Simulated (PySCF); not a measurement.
Delta-SCF ions had no search for a lower state. Excitations are Tamm–Dancoff values on a coarser integration grid. The basis has no diffuse functions, so Rydberg states are missing or too high.

## BBr$_{3}$, SMILES `BrB(Br)Br` (charge 0, multiplicity 1)

The numbers are results of r2SCAN-D4/def2-TZVP (PySCF), not measurements.

```
Item                                                                 Value
-------------------------------------------  -----------------------------
HOMO                                                              -7.36 eV
dipole moment                                                       0.00 D
HOMO–LUMO gap                                                      4.63 eV
LUMO                                                              -2.73 eV
S1 excitation (TDA)                                                4.68 eV
S1 oscillator strength                                               0.000
brightest of the four lowest singlets (TDA)                        6.06 eV
T1 excitation (TDA)                                                4.49 eV
S1–T1 gap (TDA)                                                    0.19 eV
vertical ionisation energy (Delta-SCF)                            10.12 eV
total energy                                                 -7747.3724 Ha
cost                                         around 4 core-minutes (rough)
```

Bonds (Å): Br1–B2 1.902, B2–Br3 1.902, B2–Br4 1.902. Angles (°): Br1–B2–Br3 120.0, Br1–B2–Br4 120.0, Br3–B2–Br4 120.0.
